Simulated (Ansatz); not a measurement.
`C[O][Ta]([F])([F])([F])[F]`. Total charge 0; spin multiplicity 1. Ta: def2 effective core potential. The structure was optimised at the PBE0-D4/def2-TZVP level. It is one conformer, not always the lowest.

```xyz
10

C     0.197   -0.871    1.519
O    -0.459   -0.208    0.462
Ta   -0.230    0.665   -1.144
F    -2.064    1.008   -1.406
F    -0.240   -0.398   -2.676
F     0.071    2.502   -1.056
F     1.645    0.423   -1.071
H     1.275   -0.886    1.337
H    -0.013   -0.344    2.451
H    -0.181   -1.891    1.585
```

(1) What is the dipole moment at ωB97M-V/def2-TZVPP? (Estimate.)

(2) And with PBE, r2SCAN, B3LYP? (Best estimate.)

(3) Give the Mulliken charges with ωB97M-V, B3LYP, PBE in def2-TZVPP. (Best estimate.)

Results:

(1) The calculation gave: 3.39 D, with components (0.50, -1.68, 2.90) D in this frame, pointing from negative to positive charge.

(2) Ansatz gave: PBE 3.36 D, r2SCAN 3.43 D, B3LYP 3.48 D.

(3) The calculation gave: 
```csv
atom,ωB97M-V,B3LYP,PBE
C1,-0.16,-0.11,-0.13
O2,-0.34,-0.35,-0.27
Ta3,1.32,1.35,1.10
F4,-0.32,-0.33,-0.28
F5,-0.28,-0.29,-0.25
F6,-0.28,-0.29,-0.25
F7,-0.34,-0.35,-0.29
H8,0.14,0.13,0.12
H9,0.14,0.12,0.12
H10,0.14,0.12,0.12
```

B3LYP here is the variant with VWN-RPA as its local correlation; programs differ in this.
